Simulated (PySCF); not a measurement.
C₄H₁₄Si₂ (SMILES C[SiH2]C[SiH](C)C), singlet, geometry from GFN2-xTB; DF-R2SCAN/6-31G* run with PySCF.

The PySCF input:
```python
from pyscf import gto, scf, dft

mol = gto.Mole()
mol.atom = '''
    Si    1.73098626    0.43508742    0.47141275
    C     3.42685592   -0.24638634   -0.04947819
    C     0.35812440   -0.61632826   -0.31573458
    Si   -1.42200002   -0.19145682    0.21115983
    C    -2.64588096   -1.30749923   -0.73065957
    C    -1.80158422    1.62866375   -0.18061557
    H     1.62229250    0.39394392    1.93597226
    H     1.62324662    1.83074014    0.02304580
    H     3.55842474   -1.27453579    0.27573289
    H     4.23344828    0.33832416    0.38217517
    H     3.55059155   -0.22654884   -1.12863864
    H     0.54405951   -1.66565098   -0.08469057
    H     0.43518299   -0.53487422   -1.40092640
    H    -1.57923708   -0.42401474    1.65896192
    H    -3.67162603   -1.09829747   -0.44268180
    H    -2.45837408   -2.35783961   -0.52923487
    H    -2.57304527   -1.16303078   -1.80507439
    H    -1.15419663    2.28899807    0.38721269
    H    -2.82857619    1.88137696    0.06471273
    H    -1.65308913    1.84988138   -1.23365537
'''
mol.basis = '6-31g*'
mol.verbose = 4
mol.max_memory = 1800
mol.build()

mf = dft.RKS(mol)
mf.xc = 'r2scan'
mf = mf.density_fit(auxbasis='def2-universal-jkfit')
mf.kernel()
```

**Question.** Predict the main parts of the log of this PySCF run.

**Answer.** 
```
PySCF version 2.14.0

[INPUT] verbose = 4
[INPUT] num. atoms = 20
[INPUT] num. electrons = 66
[INPUT] charge = 0
[INPUT] spin (= nelec alpha-beta = 2S) = 0
[INPUT] symmetry False subgroup None
[INPUT] Mole.unit = angstrom
[INPUT] Symbol           X                Y                Z      unit          X                Y                Z       unit  Magmom
[INPUT]  1 Si     1.730986260000   0.435087420000   0.471412750000 AA    3.271089956785   0.822196064044   0.890840989128 Bohr   0.0
[INPUT]  2 C      3.426855920000  -0.246386340000  -0.049478190000 AA    6.475819157144  -0.465602703434  -0.093500228239 Bohr   0.0
[INPUT]  3 C      0.358124400000  -0.616328260000  -0.315734580000 AA    0.676757034524  -1.164691614230  -0.596651884255 Bohr   0.0
[INPUT]  4 Si    -1.422000020000  -0.191456820000   0.211159830000 AA   -2.687190586926  -0.361800954480   0.399034247210 Bohr   0.0
[INPUT]  5 C     -2.645880960000  -1.307499230000  -0.730659570000 AA   -4.999990372601  -2.470815452780  -1.380746477592 Bohr   0.0
[INPUT]  6 C     -1.801584220000   1.628663750000  -0.180615570000 AA   -3.404500766138   3.077728436507  -0.341313961132 Bohr   0.0
[INPUT]  7 H      1.622292500000   0.393943920000   1.935972260000 AA    3.065688518936   0.744446117238   3.658457356155 Bohr   0.0
[INPUT]  8 H      1.623246620000   1.830740140000   0.023045800000 AA    3.067491544426   3.459597469848   0.043550250322 Bohr   0.0
[INPUT]  9 H      3.558424740000  -1.274535790000   0.275732890000 AA    6.724448193477  -2.408523579056   0.521059645635 Bohr   0.0
[INPUT] 10 H      4.233448280000   0.338324160000   0.382175170000 AA    8.000057811711   0.639340003724   0.722206402909 Bohr   0.0
[INPUT] 11 H      3.550591550000  -0.226548840000  -1.128638640000 AA    6.709645609695  -0.428115261438  -2.132817923202 Bohr   0.0
[INPUT] 12 H      0.544059510000  -1.665650980000  -0.084690570000 AA    1.028123469365  -3.147624171313  -0.160041982633 Bohr   0.0
[INPUT] 13 H      0.435182990000  -0.534874220000  -1.400926400000 AA    0.822376665169  -1.010765786890  -2.647367216673 Bohr   0.0
[INPUT] 14 H     -1.579237080000  -0.424014740000   1.658961920000 AA   -2.984325566958  -0.801271731379   3.134983679883 Bohr   0.0
[INPUT] 15 H     -3.671626030000  -1.098297470000  -0.442681800000 AA   -6.938367628524  -2.075481421603  -0.836547362329 Bohr   0.0
[INPUT] 16 H     -2.458374080000  -2.357839610000  -0.529234870000 AA   -4.645653722930  -4.455671108551  -1.000108959870 Bohr   0.0
[INPUT] 17 H     -2.573045270000  -1.163030780000  -1.805074390000 AA   -4.862350866408  -2.197809648639  -3.411096231566 Bohr   0.0
[INPUT] 18 H     -1.154196630000   2.288998070000   0.387212690000 AA   -2.181115524596   4.325579451958   0.731725936056 Bohr   0.0
[INPUT] 19 H     -2.828576190000   1.881376960000   0.064712730000 AA   -5.345234321566   3.555287191467   0.122289336473 Bohr   0.0
[INPUT] 20 H     -1.653089130000   1.849881380000  -1.233655370000 AA   -3.123885715196   3.495769171132  -2.331270781399 Bohr   0.0

nuclear repulsion = 365.985356337884
number of shells = 68
number of NR pGTOs = 266
number of NR cGTOs = 120
basis = 6-31g*
ecp = {}

******** <class 'pyscf.df.df_jk.DFRKS'> ********
method = DFRKS
initial guess = minao
damping factor = 0
level_shift factor = 0
DIIS = <class 'pyscf.scf.diis.CDIIS'>
diis_start_cycle = 1
diis_space = 8
diis_damp = 0
SCF conv_tol = 1e-09
SCF conv_tol_grad = None
SCF max_cycles = 50
direct_scf = False
XC library pyscf.dft.libxc version 7.1.2
    S. Lehtola, C. Steigemann, M. J. T. Oliveira, and M. A. L. Marques,  SoftwareX 7, 1–5 (2018)
XC functionals = r2scan
    J. W. Furness, A. D. Kaplan, J. Ning, J. P. Perdew, and J. Sun,  J. Phys. Chem. Lett. 11, 8208–8215 (2020)
    J. W. Furness, A. D. Kaplan, J. Ning, J. P. Perdew, and J. Sun,  J. Phys. Chem. Lett. 11, 9248–9248 (2020)
    J. W. Furness, A. D. Kaplan, J. Ning, J. P. Perdew, and J. Sun,  J. Phys. Chem. Lett. 11, 8208–8215 (2020)
    J. W. Furness, A. D. Kaplan, J. Ning, J. P. Perdew, and J. Sun,  J. Phys. Chem. Lett. 11, 9248–9248 (2020)
radial grids:
    Treutler-Ahlrichs [JCP 102, 346 (1995); DOI:10.1063/1.469408] (M4) radial grids

becke partition: Becke, JCP 88, 2547 (1988); DOI:10.1063/1.454033
pruning grids: <function nwchem_prune>
grids dens level: 3
symmetrized grids: False
atomic radii adjust function: <function treutler_atomic_radii_adjust>
small_rho_cutoff = 0
Set gradient conv threshold to 3.16228e-05
Initial guess from minao.
tot grids = 232144
init E= -739.432621903075
  HOMO = -0.350532092629113  LUMO = -0.0226239777984136  gap/eV = 8.92283
cycle= 1 E= -739.529732368966  delta_E= -0.0971  |g|= 0.72  |ddm|= 3.63
  HOMO = -0.165390804028604  LUMO = 0.0772773756258349  gap/eV = 6.60334
cycle= 2 E= -739.428330306474  delta_E= 0.101  |g|= 0.922  |ddm|= 1.51
  HOMO = -0.254153929907293  LUMO = 0.0429949535583587  gap/eV = 8.08583
cycle= 3 E= -739.666548524743  delta_E= -0.238  |g|= 0.0525  |ddm|= 0.937
  HOMO = -0.249084888006855  LUMO = 0.0407526844181203  gap/eV = 7.88688
cycle= 4 E= -739.667412716478  delta_E= -0.000864  |g|= 0.0252  |ddm|= 0.108
  HOMO = -0.250876202567054  LUMO = 0.0404077048059013  gap/eV = 7.92624
cycle= 5 E= -739.667586857881  delta_E= -0.000174  |g|= 0.00773  |ddm|= 0.0322
  HOMO = -0.250765259738345  LUMO = 0.0406701869418749  gap/eV = 7.93036
cycle= 6 E= -739.66760462377  delta_E= -1.78e-05  |g|= 0.00109  |ddm|= 0.00954
  HOMO = -0.250858671832533  LUMO = 0.0406299693343195  gap/eV = 7.93181
cycle= 7 E= -739.667604959688  delta_E= -3.36e-07  |g|= 0.000325  |ddm|= 0.0016
  HOMO = -0.250856936120839  LUMO = 0.0406247763114695  gap/eV = 7.93162
cycle= 8 E= -739.66760498509  delta_E= -2.54e-08  |g|= 0.000138  |ddm|= 0.00045
  HOMO = -0.25086047691391  LUMO = 0.0406210374923508  gap/eV = 7.93162
cycle= 9 E= -739.66760499027  delta_E= -5.18e-09  |g|= 2.64e-05  |ddm|= 0.000157
  HOMO = -0.25086294442014  LUMO = 0.0406193291302275  gap/eV = 7.93164
cycle= 10 E= -739.667604990507  delta_E= -2.36e-10  |g|= 2.89e-06  |ddm|= 4e-05
  HOMO = -0.25086268881245  LUMO = 0.0406197003697901  gap/eV = 7.93164
Extra cycle  E= -739.667604990507  delta_E= -6.82e-13  |g|= 2.58e-06  |ddm|= 8.17e-06
converged SCF energy = -739.667604990507
```
